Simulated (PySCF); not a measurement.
Work out the structure from these simulated measurements.

Elements present: C, H, N and O. Monoisotopic mass: 123.0433 u.

| Property | Result |
| --- | --- |
| Rotational structure | rotational constants A, B, C: 2.200, 1.939, 1.031 GHz [GFN2-xTB] |
| 1H NMR | chemical shifts (computed TMS as zero) by class: 9.41 (1 H), 8.19 (1 H), 7.95 (1 H), 7.49 (1 H), 6.34 (1 H) ppm [GIAO PBE0/pcSseg-1] |
| UV, strongest line | among the 6 lowest singlet transitions: S6 at 6.34 eV (195 nm, f = 0.246) [TDDFT PBE0/def2-SVPD] |
| Dipole | 0.71 D [PBE0/def2-SVPD] |
| UV, first state | lowest singlet excitation: 4.45 eV (279 nm, f = 0.002) [TDDFT PBE0/def2-SVPD] |
| NMR, other nuclei | isotropic shieldings of nuclei other than C and H, by class: -63 (1 N), -23 (1 N), 1 (1 N), -173 (1 O) ppm [GIAO PBE0/pcSseg-1] |
| Triplet | lowest triplet excitation (Tamm–Dancoff): 2.97 eV [TDA PBE0/def2-SVPD] |
| 13C NMR | chemical shifts (computed TMS as zero) by class: 166.6 (1 C), 162.6 (1 C), 158.1 (1 C), 137.8 (1 C), 130.6 (1 C) ppm [GIAO PBE0/pcSseg-1] |
| Polarisability | 84.1 au [PBE0/def2-SVPD] |

The electronic properties come from PySCF, for the isolated species, density fitting. Levels stand in brackets. One conformer (not necessarily the lowest) at the GFN2-xTB geometry, without solvent, vibrations or thermal averaging. NMR classes are plain means over equivalent atoms (diastereotopic ones count apart unless rotation or inversion swaps them), as if these changed places fast.

Question: Which formula fits the mass and the elements?

Answer: C5H5N3O (calculated 123.0433). No other formula that holds each of these elements comes within 0.0003 u with a fitting electron parity and a possible valence count.

Question: Give a SMILES that accounts for the data.

Answer: Numbering: `[CH2:1]=[CH:2][c:3]1[n:4][cH:5][n:6][n:7]1[CH:8]=[O:9]`. Its formula, C5H5N3O, gives 5 degrees of unsaturation: 1 ring and 4 π bonds in the structure found (Kekulé form). 5 carbons fall into 5 classes; from least to most shielded: amide carbonyl carbon [C8] (166.6 ppm), substituted aromatic carbon [C3] (162.6 ppm), aromatic CH next to a ring nitrogen [C5] (158.1 ppm), terminal =CH2 carbon [C1] (137.8 ppm), alkene CH carbon [C2] (130.6 ppm). Hydrogen classes from least to most shielded: 1 H on an amide carbonyl carbon, C8 (9.41 ppm), 1 H on an alkene CH carbon, C2 (8.19 ppm), 1 H on an aromatic CH next to a ring nitrogen, C5 (7.95 ppm), 1 H on a terminal =CH2 carbon, C1 (7.49 ppm), 1 H on a terminal =CH2 carbon, C1 (6.34 ppm). The other shieldings belong to: -63 ppm, pyridine-type nitrogen [N6]; -23 ppm, pyridine-type nitrogen [N4]; 1 ppm, pyrrole-type nitrogen [N7]; -173 ppm, amide oxygen [O9]. S1 is mainly HOMO−1→LUMO (weight 0.88); the largest Löwdin shares of the orbital it empties are 0.39 on a pyridine-type nitrogen, 0.20 on the amide oxygen, 0.15 on a pyridine-type nitrogen and 0.05 on the substituted aromatic carbon, of the orbital it fills 0.15 on the terminal =CH2 carbon, 0.15 on the amide carbonyl carbon, 0.13 on the substituted aromatic carbon and 0.13 on the amide oxygen. The optimised geometry has point group Cs and is an asymmetric top. Structure: `C=Cc1ncnn1C=O`. Computed isomers that give other values at the same levels: `Cc1cnnnc1C=O` (13C chemical shifts (computed TMS as zero) by class: 206.3 (1 C), 158.0 (1 C), 150.3 (1 C), 136.6 (1 C), 19.6 (1 C) ppm); `Cc1cc(C=O)nnn1` (13C chemical shifts (computed TMS as zero) by class: 202.7 (1 C), 165.4 (1 C), 151.5 (1 C), 119.0 (1 C), 24.8 (1 C) ppm); `Cc1nncc(C=O)n1` (13C chemical shifts (computed TMS as zero) by class: 205.3 (1 C), 171.7 (1 C), 144.3 (1 C), 142.8 (1 C), 25.9 (1 C) ppm). The assignments are read from this structure; whether some other isomer fits the data as well wasn't checked.

The values belong to the conformer `[CH2:1]=[CH:2][c:3]1[n:4][cH:5][n:6][n:7]1[CH:8]=[O:9]`: C1–C2–C3–N4 0°, N6–N7–C8–O9 180°.
